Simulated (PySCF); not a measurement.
F2Si, SMILES [Si](F)F (connectivity only; charge and spin as stated), charge +1, multiplicity 2. Atoms are numbered in the order given.

```xyz
3

F      0.0000    -1.3344     0.3362
Si     0.0000     0.0000    -0.4323
F      0.0000     1.3344     0.3362
```
Charge +1, spin multiplicity 2.

Geometry: B3LYP-D3(BJ)/def2-TZVP. The isomer is the one that the SMILES or the coordinates give; other isomers of the formula were not compared.

Computed with CAM-B3LYP/def2-TZVPD (PySCF).

Mulliken values depend strongly on the basis, most of all with diffuse functions as here. ESP charges are fitted to the potential on shells at 1.4 to 2.0 van der Waals radii. Atomic charges (e):

```
atom  meta-Löwdin  Mulliken     ESP fit  Mulliken spin
----  -----------  --------  ----------  -------------
F1          -0.36     -0.02  (withheld)           0.07
Si2          1.71      1.05  (withheld)           0.86
F3          -0.36     -0.02  (withheld)           0.07
```

Task: Complete the blanks. (The exact figures need the calculation; the answer reports its results.)

Result: 
- F1, ESP fit: -0.13
- Si2, ESP fit: 1.25
- F3, ESP fit: -0.13
